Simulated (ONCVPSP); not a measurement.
Os, ONCV: configuration errors across variants

osmium, optimised norm-conserving Vanderbilt (ONCV), made with ONCVPSP 4.0.1 (PBE, scalar-relativistic). Core [Kr] 4d10, reference 4f14 5s2 5p6 5d6 6s2. Waves: 5s+6s: rc 1.80 bohr, ncon 3, nbas 8, qcut 5.1 1/bohr, 2 projectors; 5p: rc 1.70 bohr, ncon 4, nbas 8, qcut 7.1 1/bohr, 2 projectors, debl 1.5 Ha; 5d: rc 2.60 bohr, ncon 5, nbas 10, qcut 5 1/bohr, 1 projector; 4f: rc 0.50 bohr, ncon 4, nbas 8, qcut 19.1 1/bohr, 3 projectors, debl 2 Ha. Local part: polynomial inside 0.45 bohr (lpopt 4, dvloc0 2 Ha). Core correction: Teter function fitted to the true core (icmod 2), fcfact 0.5.

In the p channel the program set the typed energies aside and used -1.868, 0.250 Ha.

All-electron excitation energies from the reference (eV): (1) 4f14 5s2 5p6 5d6 6s1 9.577; (2) 4f14 5s2 5p6 5d6 6s0 26.492; (3) 4f14 5s2 5p6 5d5 6s0 55.339; (4) 4f14 5s2 5p6 5d5 6s2 6p1 6.105.

4 further variants failed, have other tests or too few solved ones, and are left out.

A true bound ghost makes a file unfit for plane-wave use even where its test errors are small: the radial tests pick states by their node count and pass the ghost by.

Errors AE − PS in meV (a dash: test not solved or not reliable):

```csv
change,(1),(2),(3),(4),bound ghosts,GHOST(+) flags above zero
base,-4.2,-23,-51,+20,"s, p, d, f","s, f"
p: qcut 7.2; f: qcut 19.3,-4.2,-23,-51,+20,"s, p, d, f","s, f"
s: qcut 5.5; p: qcut 7.7; d: qcut 5.4; f: qcut 20.7,-4.4,-22,-42,+14,"s, p, d, f","s, f"
s: qcut 6.3; p: qcut 8.8; d: qcut 6.2; f: qcut 23.6,-4.7,-20,-31,+7.7,"s, p, d, f","s, f"
```

Give the same row for: s: qcut 7.3; p: qcut 10.2; d: qcut 7.2; f: qcut 27.5.

-4.6, -18, -24, +4.2; bound ghosts: s, p, d; GHOST(+) flags above zero: s, f.
